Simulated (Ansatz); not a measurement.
System: sum formula H4BSiO2 (charge 0, doublet). It need not be the lowest isomer of its formula. SMILES: [B](O)O[SiH3]
Geometry from a B3LYP-D3(BJ)/def2-TZVP (Ansatz, an electronic-structure program) optimisation:
```
O
B 1 1.3407
O 2 1.3524 1 121.86
H 3 0.9614 2 113.45 1 180.00
Si 1 1.6571 2 136.56 3 -180.00
H 5 1.4768 1 107.93 2 120.55
H 5 1.4768 6 110.05 1 -117.55
H 5 1.4788 6 110.25 7 -121.82
```
Charge 0, spin multiplicity 2.

Computed values are from Ansatz. Correlated levels leave the core frozen unless marked. Open shells are spin-unrestricted. No spin-orbit coupling. Non-relativistic. Basis-set limits of correlation are two-point, X^-3; Hartree-Fock from the larger set.

The atomisation energy De is 2958.7 kJ/mol at CCSD(T)/CBS(cc-pV(T+d)Z,cc-pV(Q+d)Z), the total energy comes out as -466.6761 Eh at CCSD(T)/CBS(cc-pV(T+d)Z,cc-pV(Q+d)Z) and the dipole moment is 0.88 D at CCSD(T)/aug-cc-pV(D+d)Z. The T1 diagnostic comes out as 0.015 at CCSD/cc-pV(Q+d)Z.
